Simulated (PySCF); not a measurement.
## Simulated absorption spectrum

C₃H₁₀GeO.
Atom-mapped SMILES: `[CH3:1][CH:2]([CH3:3])[O:4][GeH3:5]` (hydrogens: H6, H7, H8 on C1; H9 on C2; H10, H11, H12 on C3; H13, H14, H15 on Ge5)

Method used: PySCF 2.14.0, density-fitted response routines, TDDFT CAM-B3LYP/def2-SVPD, vertical, gas phase, core orbitals frozen in the response. The structure is a single PBE0-D3(BJ)/def2-SVP conformer in the gas phase; no vibrational or solvent corrections. The CAM-B3LYP/def2-SVPD calculation is non-relativistic and has no spin–orbit coupling, an omission that weighs most on germanium. Torsions of this conformer, `[CH3:1][CH:2]([CH3:3])[O:4][GeH3:5]`: C1–C2–O4–Ge5 116°.

Broadening: Gaussians 0.3 eV wide at half height, area fixed by f = 4.319×10⁻⁹ ∫ε dν̃. The width is an assumption, not a result. The curve ends short of the highest state used, and states not computed would add to its high-energy end.

```csv
E (eV),ε (L mol⁻¹ cm⁻¹)
6.19,1
6.22,3
6.26,7
6.30,17
6.34,37
6.37,63
6.41,115
6.45,191
6.48,263
6.52,367
6.56,466
6.60,535
6.63,557
6.67,538
6.71,472
6.74,400
6.78,296
6.82,200
6.86,128
6.89,95
6.93,84
6.97,122
7.00,191
7.04,355
7.08,617
7.12,980
7.15,1301
7.19,1749
7.23,2147
7.26,2370
7.30,2540
7.34,2589
7.38,2595
7.41,2628
7.45,2758
7.49,2975
7.53,3192
7.56,3282
7.60,3222
7.64,2923
7.67,2564
7.71,1987
7.75,1405
7.79,916
7.82,644
7.86,424
7.90,363
7.93,415
7.97,613
8.01,962
8.05,1470
8.08,1965
8.12,2782
8.16,3783
8.19,4644
8.23,5899
```

(1) Locate the maxima and give the states behind the curve.

(2) On this curve, what absorbance would a 10⁻⁵ mol/L sample give at 193 nm over a 1 cm path?

(3) Coming from long wavelengths, where does ε first pass 100 L mol⁻¹ cm⁻¹?

Results:

(1) 187 nm (6.64 eV), ε about 560, made up of S1 (100%); 164 nm (7.57 eV), ε about 3300, made up of S3 (94%) (ε in L mol⁻¹ cm⁻¹; maxima over ε = 5, shares over 10%). At its high-energy end, 8.23 eV, the curve is still rising (ε about 5900, from S5, S6, S7 and S8). The states used: S1 6.64 eV (f 0.0062); S2 7.29 eV (f 0.026); S3 7.59 eV (f 0.035); S4 7.95 eV (f 0.0001); S5 8.16 eV (f 0.015); S6 8.31 eV (f 0.036); S7 8.40 eV (f 0.033); S8 8.46 eV (f 0.050); S9 8.80 eV (f 0.0092); S10 8.83 eV (f 0.0094).

(2) 193 nm is 6.424 eV, where ε is about 140 L mol⁻¹ cm⁻¹, so A = ε c l ≈ 0.0014 (Beer–Lambert, with the gas-phase spectrum and the assumed width).

(3) At about 194 nm (6.40 eV), 0.24 eV below S1.

All these states lie below the vertical ionisation energy of 9.76 eV (ΔSCF).
